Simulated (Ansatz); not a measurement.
`C=C[SiH2]BC` + H–F → `C=C[SiH2]BF` + CH₄  (ligand exchange at a B–C bond)

Computed with Ansatz on PBE0-D4/def2-TZVP structures; ΔE is electronic, products minus reactants. CBS: MP2 limit from def2 TZ/QZ plus the TZ coupled-cluster correction, frozen cores. This one scheme is used for every species. Functionals use def2-TZVPP. Each species was taken in one conformer, which may not be the lowest.

`C=C[SiH2]BC`:

```xyz
14

C     1.874    1.785   -0.356
C     0.993    1.165    0.425
Si   -0.805    0.937   -0.017
B    -1.389   -0.990   -0.169
C    -0.516   -2.204    0.240
H     1.583    2.227   -1.305
H     2.921    1.885   -0.084
H     1.356    0.747    1.364
H    -1.660    1.542    1.053
H    -1.068    1.691   -1.278
H    -2.471   -1.202   -0.648
H    -0.053   -2.503   -0.719
H    -1.077   -3.080    0.574
H     0.311   -2.000    0.922
```

H–F:

Cartesian coordinates in Å:
```
F 0.138 -0.247 -0.362
H -0.138 0.247 0.362
```

`C=C[SiH2]BF`:

```xyz
11

C    -1.398   -1.236   -0.035
C    -0.071   -1.333   -0.056
Si    1.090    0.124   -0.014
B     0.213    1.957    0.088
F    -1.101    2.117    0.110
H    -2.037   -2.115   -0.062
H    -1.907   -0.279    0.009
H     0.365   -2.331   -0.100
H     1.968    0.117   -1.223
H     2.016    0.008    1.153
H     0.863    2.970    0.130
```

CH₄:

```xyz
5

C     0.000    0.000    0.000
H    -0.115   -0.901    0.602
H     0.826   -0.133   -0.698
H     0.208    0.848    0.652
H    -0.919    0.185   -0.555
```

```tsv
level	ΔE (kcal/mol)
BLYP	-36.1
RPA@PBE/def2-TZVPP	-33.7
MP2/def2-QZVPP	-31.3
SCS-MP2/def2-QZVPP	-32.7
```

(1) What does CCSD(T)/CBS give? (Best estimate.)

(2) What do rigid-rotor, harmonic-oscillator terms from PBE0-D4/def2-TZVP frequencies (298.15 K, 1 bar) make of the CCSD(T)/CBS value? (An estimate is asked.)

Largest T1 diagnostic among the species: 0.014.

Results:

(1) Computed: -31.6 kcal/mol. The listed levels differ from it by -4.5, -2.1, 0.3, -1.1 kcal/mol.

(2) The calculation gave: ΔZPE = +1.4 kcal/mol, ΔH = -30.6 kcal/mol, ΔS = -8 J/(mol·K), ΔG = -30.0 kcal/mol. Modes under 50 cm⁻¹ make the entropy rough.

In def2-TZVPP, CCSD(T) changes the Hartree–Fock value by +4.1 kcal/mol (the triples alone add +0.2 kcal/mol) and MP2 by +4.9 kcal/mol. The D4 term adds +1.3 kcal/mol with B3LYP and +0.8 kcal/mol with PBE0; it sums over pairs of atoms, weighted by their polarisabilities, and B3LYP, whose exchange is more repulsive, gets the larger term.

CCSD(T)/CBS has its own doubt, a few kJ/mol and more with outer-core shells, so smaller differences from it don't rank the levels.

B3LYP here is the variant with VWN-RPA as its local correlation; programs differ in this.
